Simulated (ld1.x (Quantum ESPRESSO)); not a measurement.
**Transferability test, TM potential for osmium (Os)**

ld1.x (Quantum ESPRESSO) 7.5 input, shortened:

```
&input
   title='Os', zed=76., rel=2, dft='PBE', iswitch=3,
   config='[Xe] 4f14 5d6 6s2 6p0', rel_dist='average'
 /
 &inputp
   pseudotype=2, tm=.true., lloc=1,
   nlcc=.true., new_core_ps=.true., rcore=0.75
 /
3
6S  1  0   2.00   0.00  2.65  2.65  0.0
5D  3  2   6.00   0.00  1.55  1.55  0.0
6P  2  1   0.00   0.00  2.65  2.65  0.0
 &test
   configts(1)='5d6 6s2 6p0'
 /
```

Open shells are filled in proportion to 2j + 1 (rel_dist='average').

Energies are relative to the spin-unpolarised reference configuration 5d6 6s2 6p0; without spin polarisation the order of configurations can differ from experiment. The p channel is local and has no spin–orbit splitting in the pseudo-atom.

| valence configuration | charge | ΔE all-electron (eV) | error AE − PS (meV) |
| --- | --- | --- | --- |
| 5d6 6s1 6p0 | +1 | 9.585 | -8.3 |
| 5d6 6s0 6p0 | +2 | 26.503 | -65 |
| 5d5 6s0 6p0 | +3 | 55.342 | -283 |
| 5d6 6s0 6p1 | +1 | 15.661 | -79 |
| 5d6 6s1 6p1 | 0 | 5.008 | -49 |
| 5d5 6s2 6p1 | 0 | 6.049 | -129 |
| 5d7 6s0 6p0 | +1 | 9.042 | -137 |
